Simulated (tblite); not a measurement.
C8H12PS (charge +1).
Numbering: `[CH2:1]=[C:2]([CH3:3])[P@@H+:4]([CH3:5])[c:6]1[cH:7][cH:8][cH:9][s:10]1` (hydrogens: H11, H12 on C1; H13, H14, H15 on C3; H16 on P4; H17, H18, H19 on C5; H20 on C7; H21 on C8; H22 on C9)
Bond orders are those of one Lewis drawing.

Computed with GFN2-xTB (tblite), gas phase: L-BFGS steps from a force-field or distance-geometry start until the largest atomic force falls under 0.01 eV/Å.

Step 18: E = -776.8752 eV
```
atom  x, y, z in Å  |  force x, y, z in eV/Å
C1     -2.0426   -1.3297    0.4141   -0.021  -0.011   0.013
C2     -1.7027   -0.2814   -0.3258   -0.002  -0.041   0.003
C3     -2.1129   -0.0334   -1.7415    0.030   0.014   0.023
P4     -0.5236    0.9205    0.3431    0.019  -0.079  -0.095
C5     -0.5976    1.0603    2.1413    0.001   0.004   0.011
C6      1.1197    0.4637   -0.1533    0.051  -0.050   0.031
C7      1.6956   -0.7424    0.1759    0.048  -0.049   0.004
C8      3.0038   -0.8629   -0.3136    0.051   0.033  -0.042
C9      3.4035    0.2401   -1.0078   -0.014   0.061  -0.029
S10     2.2054    1.4552   -1.0852   -0.050  -0.024   0.027
H11    -2.6799   -2.1091    0.0337   -0.061   0.018  -0.049
H12    -1.7109   -1.4571    1.4305    0.008   0.010   0.045
H13    -2.7752   -0.8187   -2.0990    0.046   0.016   0.044
H14    -1.2352    0.0055   -2.3883    0.000   0.007  -0.010
H15    -2.6315    0.9216   -1.8257   -0.006   0.013  -0.002
H16    -0.7978    2.1509   -0.2188    0.018  -0.001   0.012
H17    -1.6118    1.2790    2.4678   -0.078   0.049  -0.005
H18     0.0754    1.8539    2.4615    0.021   0.088   0.019
H19    -0.2679    0.1286    2.6006    0.028  -0.059  -0.031
H20     1.1956   -1.5091    0.7401   -0.023  -0.025   0.015
H21     3.6314   -1.7232   -0.1634   -0.047   0.017   0.003
H22     4.3488    0.4071   -1.4870   -0.016   0.008   0.011
```

Step 19: E = -776.8774 eV
```
atom  x, y, z in Å  |  force x, y, z in eV/Å
C1     -2.0495   -1.3282    0.4146   -0.012  -0.036   0.015
C2     -1.7012   -0.2845   -0.3269   -0.024  -0.029   0.019
C3     -2.1115   -0.0333   -1.7403    0.017   0.024  -0.018
P4     -0.5225    0.9119    0.3455    0.052  -0.028  -0.071
C5     -0.5986    1.0613    2.1431   -0.004   0.012   0.002
C6      1.1209    0.4570   -0.1517    0.059  -0.038   0.023
C7      1.7012   -0.7476    0.1740    0.034  -0.051   0.021
C8      3.0094   -0.8626   -0.3165    0.017   0.026  -0.033
C9      3.4041    0.2426   -1.0092   -0.011   0.051  -0.025
S10     2.2028    1.4534   -1.0824   -0.060   0.002   0.016
H11    -2.6885   -2.1038    0.0317   -0.081  -0.009  -0.043
H12    -1.7180   -1.4556    1.4306    0.006   0.002   0.058
H13    -2.7714   -0.8172   -2.1020    0.012  -0.016   0.048
H14    -1.2375    0.0082   -2.3894    0.056   0.012  -0.024
H15    -2.6308    0.9208   -1.8242   -0.019   0.032   0.010
H16    -0.7975    2.1441   -0.2115    0.025  -0.001  -0.003
H17    -1.6152    1.2813    2.4622   -0.064   0.056   0.005
H18     0.0733    1.8601    2.4545    0.002   0.078   0.025
H19    -0.2693    0.1367    2.6156    0.033  -0.073  -0.040
H20     1.2032   -1.5152    0.7387   -0.019  -0.035   0.014
H21     3.6386   -1.7211   -0.1684   -0.027  -0.002   0.005
H22     4.3479    0.4110   -1.4889    0.010   0.022  -0.005
```

**Question.** Estimate the geometry and energy of step 20. (The exact step hangs on the optimiser's Hessian estimate; all steps are aligned on step 19, rigid shifts and turns removed.)

**Answer.** E = -776.8793 eV, largest force 0.095 eV/Å
```
atom  x, y, z in Å  |  force x, y, z in eV/Å
C1     -2.0559   -1.3274    0.4155   -0.007  -0.052   0.011
C2     -1.7001   -0.2878   -0.3275   -0.032  -0.014   0.028
C3     -2.1098   -0.0328   -1.7393    0.006   0.026  -0.046
P4     -0.5205    0.9037    0.3466    0.061   0.023  -0.012
C5     -0.5995    1.0626    2.1447   -0.009   0.020  -0.007
C6      1.1228    0.4502   -0.1497    0.048  -0.028   0.020
C7      1.7067   -0.7534    0.1728    0.018  -0.035   0.027
C8      3.0146   -0.8619   -0.3196   -0.013   0.011  -0.018
C9      3.4041    0.2458   -1.0108   -0.006   0.029  -0.017
S10     2.1992    1.4521   -1.0796   -0.054   0.024   0.003
H11    -2.6977   -2.0988    0.0290   -0.085  -0.023  -0.022
H12    -1.7241   -1.4544    1.4318   -0.006  -0.008   0.048
H13    -2.7675   -0.8162   -2.1034   -0.018  -0.038   0.042
H14    -1.2386    0.0108   -2.3910    0.090   0.017  -0.026
H15    -2.6303    0.9206   -1.8223   -0.023   0.036   0.020
H16    -0.7967    2.1380   -0.2053    0.033  -0.005  -0.021
H17    -1.6193    1.2842    2.4569   -0.020   0.049   0.005
H18     0.0715    1.8669    2.4486   -0.031   0.043   0.023
H19    -0.2700    0.1426    2.6274    0.024  -0.052  -0.053
H20     1.2094   -1.5213    0.7379   -0.006  -0.042   0.011
H21     3.6443   -1.7192   -0.1728    0.000  -0.018   0.002
H22     4.3468    0.4150   -1.4907    0.030   0.038  -0.019
```

The energy changes by -0.0019 eV. The first-order estimate −F·Δx gives -0.0026 eV and the mean of the old and new forces, exact on a quadratic surface, -0.0019 eV. The step makes an angle of 73° with the force vector and moves no atom by more than 0.013 Å.
